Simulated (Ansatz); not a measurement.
`C[NH][GeH3]` + CH₄ → `[CH3][GeH3]` + CH₃NH₂ at 600 K and 1 bar (formal exchange of groups at a Ge–N bond).

Computed with Ansatz on PBE0-D4/def2-TZVP structures; ΔE is electronic, products minus reactants. CBS: MP2 limit from def2 TZ/QZ plus the TZ coupled-cluster correction, frozen cores. This one scheme is used for every species. For Ge outer-core shells are correlated without core-valence functions, which leaves a few kJ/mol of doubt a bond. Scalar relativity is left out up to krypton.

```csv
species,CCSD(T)/CBS energy (Eh),H − E (kJ/mol),S (J/(mol·K))
`C[NH][GeH3]`,-2173.06430,253.9,386.3
CH₄,-40.46206,140.4,215.7
`[CH3][GeH3]`,-2117.76728,197.4,330.8
CH₃NH₂,-95.75281,199.3,283.8
```

H − E and S are ideal-gas, rigid-rotor, harmonic terms from PBE0-D4/def2-TZVP, for one conformer and one mirror image of each species. 1 Eh = 2625.50 kJ/mol, R = 8.31446 J/(mol·K).

Problem. By hand: ΔE, ΔH, ΔS and ΔG.

Solution. ΔE = (-2117.76728) + (-95.75281) − (-2173.06430) − (-40.46206) = 0.00627 Eh = 16.5 kJ/mol. Δ(H − E) = 197.4 + 199.3 − 253.9 − 140.4 = 2.4, so ΔH = 18.9 kJ/mol. ΔS = 330.8 + 283.8 − 386.3 − 215.7 = 12.6 J/(mol·K). ΔG = 18.9 − 600 × (12.6)/1000 = 11.3 kJ/mol.

Problem. By hand: the equilibrium constant, and the temperature at which ΔG would vanish if ΔH and ΔS stayed fixed.

Solution. log₁₀ K = −ΔG/(RT ln 10) = -1.0. ΔG = 0 at ΔH/ΔS = 1500 K, though so small a ΔS makes that figure unsure.

TΔS isn't small against ΔH here. A doubt of 5 kJ/mol in ΔE shifts log₁₀ K by 0.4 here. Other conformers and mirror images would add mixing entropy, several J/(mol·K) or more a flexible species. These are equilibria of isolated gas molecules and say nothing of rates. Largest T1 diagnostic: 0.011 (customary marks: 0.02 for closed shells, 0.045 for open ones).
